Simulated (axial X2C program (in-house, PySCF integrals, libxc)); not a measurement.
**Ω levels of TiTe⁺ from open-shell CI on d1 s0 p(π)0**

Computed with an axial X2C code built on PySCF integrals: two-component X2C with atomic mean-field Coulomb and Gaunt terms, basis Ti dyall-v3z, Te dyall-v3z (cores contracted in-house). Orbitals come from Hartree–Fock averaged over the configuration Ti d1 s0 p(π)0; CI then distributes these electrons over the d, s, p(π) shells of Ti.

R = 2.434 Å (near the minimum of the configuration average).

Active spinors (ω > 0):

| shell | ω | ε (eV) | character |
| --- | --- | --- | --- |
| d | 3/2 | -5.29 | 55% Ti d, 29% Te p, 13% Ti p |
| d | 1/2 | -3.81 | 85% Ti d, 10% Ti s, 3% Te p |
| d | 5/2 | -3.73 | 100% Ti d |
| d | 3/2 | -3.56 | 100% Ti d |
| d | 1/2 | -3.49 | 90% Ti d, 5% Te p |
| s | 1/2 | -1.66 | 77% Ti s, 10% Ti p, 8% Ti d |
| p(π) | 1/2 | -3.15 | 82% Ti p, 8% Ti d, 4% Te d |
| p(π) | 3/2 | -1.05 | 92% Ti p, 4% Te d |

Lowest levels of this model:

```
  Ω  energy (cm⁻¹)    g∥  configuration
5/2              0  6.00        100% d1
3/2           1553  2.00        100% d1
1/2           5851  0.47        100% d1
1/2           6353  1.54        100% d1
3/2          12608  4.00        100% d1
```

g∥ is the magnitude of 2⟨Lz + ge Sz⟩ for the +Ω component.

Task: From Ω and g∥ of the lowest level, whose 2⟨Lz + ge Sz⟩ is positive, find ⟨Sz⟩ and ⟨Lz⟩ (ge = 2.0023).

Result: Ω = ⟨Lz⟩ + ⟨Sz⟩ = 5/2 and ⟨Lz⟩ + ge⟨Sz⟩ = 3.000, so ⟨Sz⟩ = 0.50 and ⟨Lz⟩ = 2.00.

Occupations of the active spinors in the lowest level by ω, shell by shell in order of energy: -5/2: 0.00; -3/2: 0.00 0.00 0.00; -1/2: 0.00 0.00 0.00 0.00; 1/2: 0.00 0.00 0.00 0.00; 3/2: 0.00 0.00 0.00; 5/2: 1.00. The leading determinant has weight 1.00 among 1.

This point took 1.4 s on 1 thread of Arm Neoverse V2 (shared host).

There is no dynamic correlation: spin–orbit spacings and, for f shells, spacings inside one term are the most reliable numbers, splittings between terms come out too wide, and energies between configurations are not reliable, so the lowest level need not be the ground state of the molecule. For d shells the ligand-field splittings (σ, π, δ) and their order can be off by a thousand cm⁻¹ or more. At most 6 roots were kept for each Ω > 0 (twice that for Ω = 0) within 3.2 eV of the lowest, so higher up levels can be missing between those listed; levels with Ω > 0 are doubly degenerate and listed once, Ω = 0 levels singly. The open spinors mix strongly with ligand orbitals, which this small active space describes poorly. States that fill the shells left empty in the average are placed too high.
